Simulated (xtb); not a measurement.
Se, charge -1, doublet; GFN1-xTB (xtb 6.7.1).

Input for xtb:
```
$ xtb mol.xyz --gfn 1 --chrg -1 --uhf 1 --ohess --json

# file mol.xyz
1

Se     0.00000000     0.00000000     0.00000000
```

It wrote (shortened):

```
   ID    Z sym.   atoms
    1   34 Se     1

           -------------------------------------------------
          |                Calculation Setup                |
           -------------------------------------------------

           -------------------------------------------------
          |                 G F N 1 - x T B                 |
           -------------------------------------------------

          ...................................................
          :                      SETUP                      :
          :.................................................:
          :  # basis functions                  10          :
          :  # atomic orbitals                   9          :
          :  # shells                            3          :
          :  # electrons                         7          :
          :  # halogen bonds                     0          :
          :  max. iterations                   250          :
          :  Hamiltonian                  GFN1-xTB          :
          :  restarted?                      false          :
          :  GBSA solvation                  false          :
          :  PC potential                    false          :
          :  electronic temp.          300.0000000     K    :
          :  accuracy                    1.0000000          :
          :  -> integral cutoff          0.2500000E+02      :
          :  -> integral neglect         0.1000000E-07      :
          :  -> SCF convergence          0.1000000E-05 Eh   :
          :  -> wf. convergence          0.2000000E-04 e    :
          :  Broyden damping             0.4000000          :
          :  net charge                         -1          :
          :  unpaired electrons                  1          :
          ...................................................

 iter      E             dE          RMSdq      gap      omega  full diag
   1     -3.4039352 -0.340394E+01  0.471E+00   10.33      10.3  T
   2     -3.4039352  0.000000E+00  0.377E+00   10.31      10.3  T
   3     -3.4039352  0.000000E+00  0.290E+00   10.29      10.3  T
   4     -3.4039352  0.000000E+00  0.232E+00   10.28      10.3  T
   5     -3.4039352  0.000000E+00  0.186E+00   10.27      10.3  T
   6     -3.4039352  0.000000E+00  0.149E+00   10.27      10.3  T
   7     -3.4039352  0.444089E-15  0.119E+00   10.26      10.3  T
   8     -3.4039352  0.000000E+00  0.952E-01   10.26      10.3  T
[...]
         :: total energy              -3.403935193588 Eh    ::
         :: total energy              -3.403935193588 Eh    ::
[...]
          :  rotational number                       1      :
          :  scaling factor                  1.0000000      :
          :  rotor cutoff                   50.0000000 cm⁻¹ :
          :  imag. cutoff                  -20.0000000 cm⁻¹ :
          :.................................................:

    mode    ω/cm⁻¹     T·S(HO)/kcal·mol⁻¹    T·S(FR)/kcal·mol⁻¹   T·S(vib)
   ------------------------------------------------------------------------
   ------------------------------------------------------------------------

   temp. (K)  partition function   enthalpy   heat capacity  entropy
                                   cal/mol     cal/K/mol   cal/K/mol   J/K/mol
 298.15  VIB   1.00                    0.000      0.000      0.000
         ROT   1.00                    0.000      0.000      0.000
         INT   1.00                    0.000      0.000      0.000
         TR   0.679E+27             1481.254      4.968     38.996
         TOT                        1481.2539     4.9681    38.9961   163.1598

       T/K    H(0)-H(T)+PV         H(T)/Eh          T*S/Eh         G(T)/Eh
   ------------------------------------------------------------------------
    298.15    0.236053E-02    0.236053E-02    0.185283E-01   -0.161678E-01
   ------------------------------------------------------------------------

         :::::::::::::::::::::::::::::::::::::::::::::::::::::
         ::                  THERMODYNAMIC                  ::
         :::::::::::::::::::::::::::::::::::::::::::::::::::::
         :: total free energy          -3.420102988019 Eh   ::
         ::.................................................::
         :: total energy               -3.403935193588 Eh   ::
         :: zero point energy           0.000000000000 Eh   ::
         :: G(RRHO) w/o ZPVE           -0.016167794431 Eh   ::
         :: G(RRHO) contrib.           -0.016167794431 Eh   ::
         :::::::::::::::::::::::::::::::::::::::::::::::::::::

optimized geometry written to: xtbopt.xyz

           -------------------------------------------------
          | TOTAL ENERGY               -3.403935193588 Eh   |
          | TOTAL ENTHALPY             -3.401574665208 Eh   |
          | TOTAL FREE ENERGY          -3.420102988019 Eh   |
          | GRADIENT NORM               0.000000000000 Eh/α |
          | HOMO-LUMO GAP              10.236237799121 eV   |
           -------------------------------------------------

normal termination of xtb
```
